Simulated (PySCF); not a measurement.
# Excitation energy of Te⁺ by level of theory

Te⁺ [Kr] 4d10 5s2 5p3 (4S) → Te⁺ [Kr] 4d10 5s1 5p3 5d1 (6D), as a difference of total energies. Computed with PySCF 2.14 in aug-cc-pVDZ-PP with ECP28MDF, with scalar relativity through the core potential. Correlated levels: valence: 4s2 4p6 4d10 frozen. The calculations carry no spin-orbit coupling.

```json
{"method": "UHF", "excitation energy (eV)": "15.849"}
{"method": "MP2 (valence)", "excitation energy (eV)": "16.834"}
{"method": "SCS-MP2 (valence)", "excitation energy (eV)": "17.003"}
{"method": "CCSD (valence)", "excitation energy (eV)": "17.070"}
{"method": "CCSD(T) (valence)", "excitation energy (eV)": "17.088"}
{"method": "CCSDT (valence)", "excitation energy (eV)": "17.092"}
```

**Question.** How much does correlation contribute at CCSD(T) (valence)?

**Answer.** 17.088 − (15.849) = 1.239 eV, measured against UHF.

The promoted electron is Rydberg-like, and one or two diffuse shells describe it only roughly, which tends to raise the upper state.
